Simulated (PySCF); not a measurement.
**Ionisation energy of Cd by level of theory**

Cd [Kr] 4d10 5s2 (1S) → Cd⁺ [Kr] 4d10 5s1 (2S), as a difference of total energies. All numbers are calculated (PySCF 2.14, scalar relativity by spin-free X2C-1e, in x2c-SVPall). Correlated levels: valence: [Kr] frozen. The calculations carry no spin-orbit coupling.

```tsv
method	ionisation energy (eV)	error (eV)
UHF	7.348	-1.646
LDA	9.453	+0.459
MN15	9.070	+0.076
MP2 (valence)	8.436	-0.558
SCS-MP2 (valence)	8.452	-0.542
```

Reference: 8.994 eV (measured; NIST Atomic Spectra Database, ionization energies).

Errors of the correlated levels include the incompleteness of this basis and the frozen core.

MP2 underrates the near-degeneracy of ns² with np² in the lower species.
